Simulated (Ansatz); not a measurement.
Basis-set series for `[Cl][Y]([Cl])[Cl]`. Charge 0, multiplicity 1. Y: def2 effective core potential. The geometry is a stationary point of PBE0-D4/def2-TZVP.

```
functional       basis  functions  energy (Eh)  HOMO (eV)  LUMO (eV)
   PBE0-D4    def2-SVP         85  -1418.30120      -9.05      -2.90
   PBE0-D4  def2-QZVPP        291  -1418.81939      -9.14      -2.85
   ωB97M-V    def2-SVP         85  -1418.62984     -11.23      -1.34
   ωB97M-V  def2-QZVPP        291  -1419.14008     -11.39      -1.36
```

Give the rows for def2-TZVPP. (Estimate.)

Ansatz gave: 
```
functional       basis  functions  energy (Eh)  HOMO (eV)  LUMO (eV)
   PBE0-D4  def2-TZVPP        182  -1418.77629      -9.12      -2.86
   ωB97M-V  def2-TZVPP        182  -1419.09913     -11.36      -1.36
```
